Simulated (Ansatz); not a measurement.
Ansatz (a quantum-chemistry and plane-wave program) input for Pt(Cl)(CO)2 (C₂ClO₂Pt), SMILES [O+]#[C-]->[Pt+]([Cl])<-[C-]#[O+], charge +1, multiplicity 1, PBE0-D3(BJ)/def2-SVP. 

Ansatz 0.2 input:
```yaml
crystal:
  periodic: [false, false, false]
  atoms:
    - {symbol: Pt, position_ang: [-0.00000000, -0.00000000, -0.12754516]}
    - {symbol: Cl, position_ang: [0.00000000, 0.00000001, -2.16193075]}
    - {symbol: O, position_ang: [0.00000000, -2.18142736, 1.96883950]}
    - {symbol: C, position_ang: [-0.00000000, -1.30778715, 1.26665938]}
    - {symbol: O, position_ang: [0.00000000, 2.18142735, 1.96883953]}
    - {symbol: C, position_ang: [-0.00000000, 1.30778713, 1.26665940]}
basis:
  gaussian:
    orbitals: def2-SVP
hamiltonian:
  xc: pbe0
  dispersion: d3bj
total_charge: 1
relax: {f_tol: 0.002, max_steps: 200}
```

Program output:

```
WARN ansatz: RAYON_NUM_THREADS=2 ignored (pool sized by the plan → 2); use --threads N
Functional definition: PBE0
integrals: 0.06 GiB planned
1147 factors; integrals over basis functions are off by at most 3.5e-4 eV
mean field: 0.50 GiB planned
mean field evaluation 1: about -21905.4649 eV, gradient 5.4e1 eV
mean field evaluation 2: about -21890.5119 eV, gradient 1.1e2 eV
mean field evaluation 4: about -21910.5945 eV, gradient 9.8e0 eV
mean field evaluation 8: about -21910.9570 eV, gradient 4.4e-1 eV
mean field evaluation 16: about -21910.9576 eV, gradient 5.2e-5 eV
mean field -21910.95763941 eV, -805.2128414678 hartree, gradient 1.4e-5 eV, S^2 0.000000; 0 other end points of the search recorded, 0 dependent functions left out
the calculation of the forces begins
reference -21910.95766713 eV, -805.2128424865 hartree; 31, 31 occupied and 75, 75 virtual orbitals, 1147 factors
relax step   1: F+E_penalty+E_count = -21911.12459524 eV  Δ(F+E_penalty+E_count) = +0.000e0 eV  max|allowed force component| = 4.902e0 eV/Å  Δτ_max = 0.0000 Å  (31 SCF iters, accepted)
these checks for a lower state are left out or cut short: starts, cluster_reference, orbital_swaps, neighbouring_geometries, increment
integrals: 0.06 GiB planned
1147 factors; integrals over basis functions are off by at most 3.5e-4 eV
mean field: 0.50 GiB planned
mean field -21911.20423226 eV, -805.2219035878 hartree, gradient 2.6e-5 eV, S^2 0.000000; 0 other end points of the search recorded, 0 dependent functions left out
the calculation of the forces begins
reference -21911.20426019 eV, -805.2219046143 hartree; 31, 31 occupied and 75, 75 virtual orbitals, 1147 factors
relax step   2: F+E_penalty+E_count = -21911.36687283 eV  Δ(F+E_penalty+E_count) = -2.423e-1 eV  max|allowed force component| = 1.541e0 eV/Å  Δτ_max = 0.1990 Å  (41 SCF iters, accepted)
these checks for a lower state are left out or cut short: starts, cluster_reference, orbital_swaps, neighbouring_geometries, increment
integrals: 0.06 GiB planned
1147 factors; integrals over basis functions are off by at most 3.4e-4 eV
mean field: 0.50 GiB planned
mean field evaluation 32: about -21911.2796 eV, gradient 1.2e-3 eV
mean field -21911.27963690 eV, -805.2246746574 hartree, gradient 2.6e-5 eV, S^2 0.000000; 0 other end points of the search recorded, 0 dependent functions left out
the calculation of the forces begins
reference -21911.27966475 eV, -805.2246756806 hartree; 31, 31 occupied and 75, 75 virtual orbitals, 1147 factors
relax step   3: F+E_penalty+E_count = -21911.44419417 eV  Δ(F+E_penalty+E_count) = -7.732e-2 eV  max|allowed force component| = 4.822e-1 eV/Å  Δτ_max = 0.0504 Å  (37 SCF iters, accepted)
these checks for a lower state are left out or cut short: starts, cluster_reference, orbital_swaps, neighbouring_geometries, increment
integrals: 0.06 GiB planned
1147 factors; integrals over basis functions are off by at most 3.4e-4 eV
mean field: 0.50 GiB planned
mean field -21911.27740138 eV, -805.2245925036 hartree, gradient 2.1e-5 eV, S^2 0.000000; 0 other end points of the search recorded, 0 dependent functions left out
the calculation of the forces begins
reference -21911.27742919 eV, -805.2245935255 hartree; 31, 31 occupied and 75, 75 virtual orbitals, 1147 factors
relax step   4: F+E_penalty+E_count = -21911.44184110 eV  Δ(F+E_penalty+E_count) = +2.353e-3 eV  max|allowed force component| = 5.230e-1 eV/Å  Δτ_max = 0.0257 Å  (36 SCF iters, rejected (line search))
these checks for a lower state are left out or cut short: starts, cluster_reference, orbital_swaps, neighbouring_geometries, increment
integrals: 0.06 GiB planned
1147 factors; integrals over basis functions are off by at most 3.5e-4 eV
mean field: 0.50 GiB planned
mean field -21911.28581965 eV, -805.2249018691 hartree, gradient 1.6e-5 eV, S^2 0.000000; 0 other end points of the search recorded, 0 dependent functions left out
the calculation of the forces begins
reference -21911.28584745 eV, -805.2249028909 hartree; 31, 31 occupied and 75, 75 virtual orbitals, 1147 factors
relax step   5: F+E_penalty+E_count = -21911.45069642 eV  Δ(F+E_penalty+E_count) = -6.502e-3 eV  max|allowed force component| = 1.300e-1 eV/Å  Δτ_max = 0.0128 Å  (37 SCF iters, accepted)
these checks for a lower state are left out or cut short: starts, cluster_reference, orbital_swaps, neighbouring_geometries, increment
integrals: 0.06 GiB planned
1147 factors; integrals over basis functions are off by at most 3.5e-4 eV
mean field: 0.50 GiB planned
mean field -21911.28655046 eV, -805.2249287259 hartree, gradient 1.5e-5 eV, S^2 0.000000; 0 other end points of the search recorded, 0 dependent functions left out
the calculation of the forces begins
reference -21911.28657825 eV, -805.2249297473 hartree; 31, 31 occupied and 75, 75 virtual orbitals, 1147 factors
relax step   6: F+E_penalty+E_count = -21911.45166098 eV  Δ(F+E_penalty+E_count) = -9.646e-4 eV  max|allowed force component| = 1.659e-2 eV/Å  Δτ_max = 0.0125 Å  (37 SCF iters, accepted)
these checks for a lower state are left out or cut short: starts, cluster_reference, orbital_swaps, neighbouring_geometries, increment
integrals: 0.06 GiB planned
1147 factors; integrals over basis functions are off by at most 3.4e-4 eV
mean field: 0.50 GiB planned
mean field evaluation 64: about -21911.2866 eV, gradient 1.1e-3 eV
mean field -21911.28660236 eV, -805.2249306331 hartree, gradient 1.5e-5 eV, S^2 0.000000; 0 other end points of the search recorded, 0 dependent functions left out
the calculation of the forces begins
reference -21911.28663015 eV, -805.2249316544 hartree; 31, 31 occupied and 75, 75 virtual orbitals, 1147 factors
relax step   7: F+E_penalty+E_count = -21911.45175232 eV  Δ(F+E_penalty+E_count) = -9.134e-5 eV  max|allowed force component| = 9.172e-3 eV/Å  Δτ_max = 0.0072 Å  (38 SCF iters, accepted)
these checks for a lower state are left out or cut short: starts, cluster_reference, orbital_swaps, neighbouring_geometries, increment
integrals: 0.06 GiB planned
1147 factors; integrals over basis functions are off by at most 3.4e-4 eV
mean field: 0.50 GiB planned
mean field -21911.28659621 eV, -805.2249304071 hartree, gradient 1.5e-5 eV, S^2 0.000000; 0 other end points of the search recorded, 0 dependent functions left out
the calculation of the forces begins
reference -21911.28662400 eV, -805.2249314285 hartree; 31, 31 occupied and 75, 75 virtual orbitals, 1147 factors
relax step   8: F+E_penalty+E_count = -21911.45175878 eV  Δ(F+E_penalty+E_count) = -6.459e-6 eV  max|allowed force component| = 9.021e-4 eV/Å  Δτ_max = 0.0020 Å  (30 SCF iters, accepted)
integrals: 0.06 GiB planned
1147 factors; integrals over basis functions are off by at most 3.4e-4 eV
mean field: 0.50 GiB planned
mean field -21911.28659621 eV, -805.2249304071 hartree, gradient 1.5e-5 eV, S^2 0.000000; 1 other end points of the search recorded, 0 dependent functions left out
the calculation of the forces begins
reference -21911.28662400 eV, -805.2249314285 hartree; 31, 31 occupied and 75, 75 virtual orbitals, 1147 factors
Total energy: -21911.45178657 eV, -805.2310010412 hartree
Atom 0 at     0.000000     0.000000    -0.108656 Å, force     0.000000    -0.000000     0.000634 eV/Å
Atom 1 at    -0.000000     0.000000    -2.299940 Å, force     0.000000    -0.000000    -0.000007 eV/Å
Atom 2 at    -0.000000    -2.119875     2.024756 Å, force     0.000000    -0.000385     0.000550 eV/Å
Atom 3 at    -0.000000    -1.286629     1.270302 Å, force    -0.000000     0.000902    -0.000864 eV/Å
Atom 4 at    -0.000000     2.119875     2.024756 Å, force     0.000000     0.000385     0.000550 eV/Å
Atom 5 at    -0.000000     1.286629     1.270302 Å, force    -0.000000    -0.000902    -0.000864 eV/Å
Dipole moment:    -0.000000    -0.000000     0.624867 e Å
```

The calculation finished and met its thresholds.

Cost: very roughly 50 core-seconds.
